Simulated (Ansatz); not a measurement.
System: C6H13Cl (charge 0, singlet). 
Structure (B3LYP-D3(BJ)/def2-TZVP (Ansatz, an electronic-structure program) minimum search):
```xyz
20

C     -3.6728    -0.4475    -0.2247
C     -2.3661    -0.8433     0.4564
C     -1.1339    -0.2930    -0.2573
C      0.1713    -0.6883     0.4237
C      1.4326    -0.2003    -0.2692
C      2.7066    -0.7308     0.3577
Cl     1.4886     1.6297    -0.2503
H     -3.7087    -0.8190    -1.2517
H     -3.7808     0.6389    -0.2635
H     -4.5379    -0.8501     0.3052
H     -2.2976    -1.9349     0.5119
H     -2.3699    -0.4860     1.4913
H     -1.1991     0.7963    -0.3099
H     -1.1243    -0.6513    -1.2930
H      0.2385    -1.7819     0.4678
H      0.1789    -0.3346     1.4589
H      1.3978    -0.4473    -1.3300
H      3.5877    -0.3479    -0.1552
H      2.7671    -0.4453     1.4086
H      2.7159    -1.8221     0.2955
```

Basis-set convergence of Hartree-Fock and MP2 correlation energies (hartree) with Ansatz. Cores are frozen in the correlated levels unless marked. Spin-orbit coupling is left out. No relativistic terms.

| basis | functions | E(HF) | E(corr, MP2) |
|---|---|---|---|
| cc-pV(D+d)Z | 172 | -694.31305 | -1.00654 |
| cc-pV(T+d)Z | 401 | [?] | [?] |

**Question.** Fill in the missing entries.

**Answer.** 
- cc-pV(T+d)Z, E(HF): -694.39292
- cc-pV(T+d)Z, E(corr, MP2): -1.24817
